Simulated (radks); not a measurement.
All-electron atom: La2+ in [Xe] 5d1. All-electron calculation, Dirac Kohn-Sham, LDA (Slater exchange, Perdew-Wang correlation), spin-unpolarised, spherical densities, finite nucleus; open shells fill j = l - 1/2 first; Fermi nuclear charge, rms radius 4.855 fm. Program: a radial shooting solver on a logarithmic mesh with Libxc functionals.

Spin-orbit splittings of the eigenvalues, e(l+1/2) - e(l-1/2), with zeta = 2 splitting/(2l+1) and mean radii in bohr:

| shell | occ. | splitting (eV) | zeta (eV) | <r> j=l-1/2 | <r> j=l+1/2 |
|---|---|---|---|---|---|
| 2p | 6 | 412.6 | 275.1 | 0.08994 | 0.09604 |
| 3p | 6 | 80.37 | 53.58 | 0.2749 | 0.2870 |
| 3d | 10 | 17.21 | 6.886 | 0.2579 | 0.2617 |
| 4p | 6 | 17.23 | 11.49 | 0.6748 | 0.7021 |
| 4d | 10 | 2.989 | 1.196 | 0.7624 | 0.7722 |
| 4f | 0 | ? | ? | 1.143 | 1.154 |
| 5p | 6 | 2.598 | 1.732 | 1.735 | 1.813 |
| 5d | 1 | 0.2459 | 0.09836 | 2.566 | 2.600 |

Estimate the 4f splitting.

Answer. 0.2823 eV (zeta = 0.08065 eV).
